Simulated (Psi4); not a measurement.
CH₄O, charge +1, doublet, at a GFN2-xTB geometry (a state made from the parent by changing its charge; the spin is typed, not shown lowest). Base run: CCSD(T)/def2-SVP in Psi4 1.11.

Here is a job for Psi4.
```
memory 2 GB

molecule {
1 2
  C    -0.08203668    0.60493218    0.11482401
  O     0.06067739   -0.68366516   -0.17494028
  H    -1.18198643    0.86214509    0.11391237
  H     0.62482878   -1.22970011    0.41246267
  H     0.43910736    0.99198948    0.99712096
  H     0.12485126    1.21529375   -0.81291782
}

set basis def2-svp
set reference uhf

energy('ccsd(t)')
print_variables()
```

Variants of this job, named by their change:

```json
[
 {"change": "base", "ΔE vs base (kcal/mol)": "0.000", "MP2 correlation (Eh)": "-0.30750", "basis functions": "48", "outcome": "converged"},
 {"change": "puream = on", "ΔE vs base (kcal/mol)": "0.000", "MP2 correlation (Eh)": "-0.30750", "basis functions": "48", "outcome": "converged"},
 {"change": "cc_type = df", "ΔE vs base (kcal/mol)": "-", "MP2 correlation (Eh)": "-", "basis functions": "-", "outcome": "input refused"},
 {"change": "method = mp3", "ΔE vs base (kcal/mol)": "11.52", "MP2 correlation (Eh)": "-0.30734", "basis functions": "48", "outcome": "converged"},
 {"change": "method = mp2.5", "ΔE vs base (kcal/mol)": "18.86", "MP2 correlation (Eh)": "-0.30734", "basis functions": "48", "outcome": "converged"},
 {"change": "method = cisd", "ΔE vs base (kcal/mol)": "-", "MP2 correlation (Eh)": "-", "basis functions": "-", "outcome": "input refused"},
 {"change": "method = mp2", "ΔE vs base (kcal/mol)": "…", "MP2 correlation (Eh)": "-0.30734", "basis functions": "48", "outcome": "converged"},
 {"change": "method = ccsd", "ΔE vs base (kcal/mol)": "5.08", "MP2 correlation (Eh)": "-0.30750", "basis functions": "48", "outcome": "converged"},
 {"change": "freeze_core = on", "ΔE vs base (kcal/mol)": "…", "MP2 correlation (Eh)": "…", "basis functions": "48", "outcome": "converged"},
 {"change": "method = lccd", "ΔE vs base (kcal/mol)": "4.76", "MP2 correlation (Eh)": "-0.30750", "basis functions": "48", "outcome": "converged"}
]
```

### Question
Fill in the missing entries.

### Answer

- method = mp2, ΔE vs base (kcal/mol): 26.21
- freeze_core = on, ΔE vs base (kcal/mol): 3.29
- freeze_core = on, MP2 correlation (Eh): -0.30195

Open shells are given as the SCF converged; they aren't shown to be the lowest states, and a large step between rows can be another state.

- cc_type = df: ended with `psi4.driver.p4util.exceptions.MissingMethodError: Method=ccsd(t) is not available for any derivative level under conditions CC_TYPE=DF, REFERENCE=UHF, FREEZE_CORE=FALSE, QC_MODULE=(auto). See https://psicode.org/psi4manual/master/introduction.html#ss-ccsd-prt-`
- method = cisd: ended with `psi4.driver.p4util.exceptions.MissingMethodError: Method=cisd is not available for any derivative level under conditions CI_TYPE=CONV, REFERENCE=UHF, FREEZE_CORE=FALSE, QC_MODULE=(auto). See https://psicode.org/psi4manual/master/introduction.html#ss-cisd. Or d`
